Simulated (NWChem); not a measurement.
System: C$_{3}$H$_{3}$NOSi; SMILES N#CC1=CO[SiH2]1

Input file for NWChem:

```
start job
memory heap 200 mb stack 900 mb global 1100 mb
geometry units angstroms noautosym nocenter noautoz
  N      0.140759    -3.010432     0.000000
  C      0.011298    -1.855303     0.000000
  C     -0.104677    -0.455262     0.000000
  C     -1.202800     0.353361     0.000000
  O     -0.844373     1.655202     0.000000
  Si     0.834038     1.144996     0.000000
  H     -2.273744     0.115383     0.000000
  H      1.538898     1.583079    -1.230312
  H      1.538898     1.583079     1.230312
end
basis spherical
  * library 6-31g*
end
dft
  xc hfexch
  iterations 150
  mulliken
end
task dft energy
esp
  recalculate
  probe 0.07
  range 0.3
  factor 1.0
  spacing 0.02
end
task esp
```

NWChem printed, in part:

```
             Northwest Computational Chemistry Package (NWChem) 7.3.0
             --------------------------------------------------------

                             Geometry "geometry" -> ""
                             -------------------------

 Output coordinates in angstroms (scale by  1.889725989 to convert to a.u.)

  No.       Tag          Charge          X              Y              Z
 ---- ---------------- ---------- -------------- -------------- --------------
    1 N                    7.0000     0.14075900    -3.01043200     0.00000000
    2 C                    6.0000     0.01129800    -1.85530300     0.00000000
    3 C                    6.0000    -0.10467700    -0.45526200     0.00000000
    4 C                    6.0000    -1.20280000     0.35336100     0.00000000
    5 O                    8.0000    -0.84437300     1.65520200     0.00000000
    6 Si                  14.0000     0.83403800     1.14499600     0.00000000
    7 H                    1.0000    -2.27374400     0.11538300     0.00000000
    8 H                    1.0000     1.53889800     1.58307900    -1.23031200
    9 H                    1.0000     1.53889800     1.58307900     1.23031200

 Effective nuclear repulsion energy (a.u.)     248.5311102645

  xc_inp: hfexch multiplicative factor not found.

                                 NWChem DFT Module
                                 -----------------

 Summary of "ao basis" -> "ao basis" (spherical)
 ------------------------------------------------------------------------------
       Tag                 Description            Shells   Functions and Types
 ---------------- ------------------------------  ------  ---------------------
 N                           6-31g*                  6       14   3s2p1d
 C                           6-31g*                  6       14   3s2p1d
 O                           6-31g*                  6       14   3s2p1d
 Si                          6-31g*                  8       18   4s3p1d
 H                           6-31g*                  2        2   2s

            General Information
            -------------------
          SCF calculation type: DFT
          Wavefunction type:  closed shell.
          No. of atoms     :     9
          No. of electrons :    50
           Alpha electrons :    25
            Beta electrons :    25
          Charge           :     0
          Spin multiplicity:     1
          Use of symmetry is: off; symmetry adaption is: off
          Maximum number of iterations: 150
          AO basis - number of functions:    94
                     number of shells:    44
          Convergence on energy requested:  1.00D-06
          Convergence on density requested:  1.00D-05
          Convergence on gradient requested:  5.00D-04

              XC Information
              --------------
                     Hartree-Fock (Exact) Exchange  1.000

      Superposition of Atomic Density Guess
      -------------------------------------

 Sum of atomic energies:        -532.34085806

      Non-variational initial energy
      ------------------------------

 Total energy =    -535.287586
 1-e energy   =   -1224.497506
 2-e energy   =     440.678810
 HOMO         =      -0.275743
 LUMO         =      -0.009886

     ---------------------------------------------
      Total Density - Mulliken Population Analysis
     ---------------------------------------------

    Atom       Charge   Shell Charges
 -----------   ------   -------------------------------------------------------
    1 N    7     7.91   2.00  0.88  2.46  0.99  1.55  0.03
    2 C    6     5.36   2.00  0.73  1.62  0.43  0.53  0.06
    3 C    6     6.38   2.00  0.72  2.02  0.58  1.04  0.03
    4 C    6     5.54   2.00  0.70  1.59  0.51  0.68  0.07
    5 O    8     8.81   2.00  0.93  3.04  0.95  1.87  0.02
    6 Si  14    13.08   2.00  2.00  5.97  0.94  1.39  0.28  0.32  0.18
    7 H    1     0.79   0.46  0.33
    8 H    1     1.06   0.47  0.59
    9 H    1     1.06   0.47  0.59

   convergence    iter        energy       DeltaE   RMS-Dens  Diis-err
 ---------------- ----- ----------------- --------- --------- ---------
 d= 0,ls=0.0,diis     1   -533.4021058950 -7.82D+02  1.27D-02  9.71D-01
 d= 0,ls=0.0,diis     2   -533.4800438029 -7.79D-02  6.68D-03  6.19D-01
 d= 0,ls=0.0,diis     3   -533.5457049597 -6.57D-02  1.60D-03  1.69D-02
 d= 0,ls=0.0,diis     4   -533.5486805201 -2.98D-03  5.79D-04  3.24D-03
 d= 0,ls=0.0,diis     5   -533.5491326829 -4.52D-04  1.77D-04  1.13D-04
  Resetting Diis
 d= 0,ls=0.0,diis     6   -533.5491636201 -3.09D-05  6.83D-05  1.86D-05
 d= 0,ls=0.0,diis     7   -533.5491681567 -4.54D-06  1.61D-05  1.79D-06
 d= 0,ls=0.0,diis     8   -533.5491686612 -5.05D-07  6.98D-06  8.31D-07

         Total DFT energy =     -533.549168661224
      One electron energy =    -1226.444429894777
           Coulomb energy =      496.211071325041
    Exchange-Corr. energy =      -51.846920356036
 Nuclear repulsion energy =      248.531110264549

 Numeric. integr. density =        0.000000000000

                       DFT Final Molecular Orbital Analysis
                       ------------------------------------

 Vector   23  Occ=2.000000D+00  E=-5.013350D-01
              MO Center= -3.3D-02, -1.7D+00,  2.5D-15, r^2= 2.7D+00
   Bfn.  Coefficient  Atom+Function         Bfn.  Coefficient  Atom+Function
  ----- ------------  ---------------      ----- ------------  ---------------
    19      0.363421  2 C  pz                 5      0.353760  1 N  pz
     9      0.222266  1 N  pz                23      0.203370  2 C  pz
    33      0.202954  3 C  pz                61     -0.185577  5 O  pz
    65     -0.158005  5 O  pz                37      0.142386  3 C  pz
    47      0.053507  4 C  pz                11      0.036155  1 N  d -1

 Vector   24  Occ=2.000000D+00  E=-4.342757D-01
              MO Center=  1.4D-01, -1.6D+00,  2.5D-16, r^2= 3.4D+00
   Bfn.  Coefficient  Atom+Function         Bfn.  Coefficient  Atom+Function
  ----- ------------  ---------------      ----- ------------  ---------------
     3      0.375500  1 N  px                17      0.288736  2 C  px
     7      0.247882  1 N  px                31     -0.221804  3 C  px
    21      0.212743  2 C  px                78      0.208910  6 Si py
    35     -0.190579  3 C  px                45      0.139122  4 C  px
    77      0.109751  6 Si px                34     -0.104190  3 C  s

 Vector   25  Occ=2.000000D+00  E=-3.627641D-01
              MO Center= -3.4D-01, -5.8D-01,  2.0D-15, r^2= 3.5D+00
   Bfn.  Coefficient  Atom+Function         Bfn.  Coefficient  Atom+Function
  ----- ------------  ---------------      ----- ------------  ---------------
    33      0.351315  3 C  pz                37      0.353036  3 C  pz
     5     -0.280020  1 N  pz                61     -0.267444  5 O  pz
    65     -0.257156  5 O  pz                47      0.243270  4 C  pz
     9     -0.202198  1 N  pz                51      0.179905  4 C  pz
    19     -0.128455  2 C  pz                23     -0.122464  2 C  pz

 Vector   26  Occ=0.000000D+00  E= 8.834513D-02
              MO Center=  1.2D+00,  1.0D+00,  6.2D-15, r^2= 4.1D+00
   Bfn.  Coefficient  Atom+Function         Bfn.  Coefficient  Atom+Function
  ----- ------------  ---------------      ----- ------------  ---------------
    82      0.837125  6 Si py                81     -0.620250  6 Si px
    34      0.447552  3 C  s                 62     -0.394999  5 O  s
    36      0.332842  3 C  py                80     -0.289919  6 Si s
    78      0.238257  6 Si py                48     -0.205883  4 C  s
    35      0.202660  3 C  px                22      0.199515  2 C  py

[...]

                     NWChem Electrostatic Potential Fit Module
                     -----------------------------------------

 Atom parameters

 Number of atoms is                                    9
 Number of basis functions is                         94

 Grid parameters

 Maximum number of grid points is                  39903
 Number of grid points is                          39902
 Grid range                                     0.300000 nm
 Grid spacing                                   0.020000 nm
 Probe radius                                   0.070000 nm
 Atom radius factor                             1.000000

 Atomic radii

    1    0.100000
    6    0.147000
    7    0.140000
    8    0.136000
   14    0.187000
 FASTESP  F
  using M.O. file = ./job.movecs

    Atom              Coordinates                           Charge

                                                  ESP

    1 N     0.014076   -0.301043    0.000000   -0.526855
    2 C     0.001130   -0.185530    0.000000    0.505693
    3 C    -0.010468   -0.045526    0.000000   -0.588613
    4 C    -0.120280    0.035336    0.000000    0.344242
    5 O    -0.084437    0.165520    0.000000   -0.521674
    6 Si    0.083404    0.114500    0.000000    0.959891
    7 H    -0.227374    0.011538    0.000000    0.130965
    8 H     0.153890    0.158308   -0.123031   -0.151311
    9 H     0.153890    0.158308    0.123031   -0.152339
                                            ------------
                                               -0.000000

 Dipole moment                                  1.529444

 Quadrupole moment Qxx                         20.986241
                   Qyy                        -29.215402
                   Qzz                          8.229161

 RMS deviation kJ/mol                           0.062432

 RRMS %                                        18.776254
```

Level: Hartree-Fock/6-31G* (spherical d). Structure relaxed at the PBE0/def2-SVP level.
